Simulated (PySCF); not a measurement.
**Steps of a relaxation of [PbH3]−**

[PbH3]− (singlet). PySCF 2.14.0, RKS TPSS, Pb def2-SVP with ECP60, H def2-SVP; non-relativistic Hamiltonian with scalar-relativistic core potentials where named; density fitting; no spin-orbit coupling. Origin of the start: template. Columns: position (Å) and force (eV/Å). Energies are counted from the last step; some of the 60 steps are shown. Forces carry noise of the integration grid, about 0.01 to 0.03 eV/Å.

Run from Python with OMP_NUM_THREADS=2. Where DIIS fails, smearing, a level shift and second-order steps follow.
It took 8.1 min on 2 threads of Arm Neoverse V1, with other jobs on the host, from the converged density of the start.

```xyz
4
step 0  E = 0.758 eV
Pb    0.0000    0.0000    0.0000     0.00    0.00    0.00
H     2.1700    0.0000    0.0000    -1.97    0.00    0.00
H    -1.0850    1.8793    0.0000     0.98   -1.71    0.00
H    -1.0850   -1.8793    0.0000     0.98    1.71    0.00
```

```xyz
4
step 20  E = 0.021 eV
Pb    0.0000    0.0000    0.0000     0.00    0.00    0.00
H     2.0420    0.0000    0.0000    -1.83    0.00    0.00
H    -1.0210    1.7685    0.0000     0.91   -1.59    0.00
H    -1.0210   -1.7684    0.0000     0.91    1.59    0.00
```

```xyz
4
step 39  E = 0.029 eV
Pb    0.0000    0.0000    0.0000     0.00    0.00    0.00
H     2.0435    0.0000    0.0000    -1.84    0.00    0.00
H    -1.0218    1.7698    0.0000     0.92   -1.59    0.00
H    -1.0218   -1.7697    0.0000     0.92    1.59    0.00
```

Question: Where does the relaxation end?

Answer: It stopped unconverged at step 59:
```xyz
4
step 59  E = 0
Pb    0.0000    0.0000    0.0000
H     2.0408    0.0000    0.0000
H    -1.0204    1.7674    0.0000
H    -1.0204   -1.7674    0.0000
```
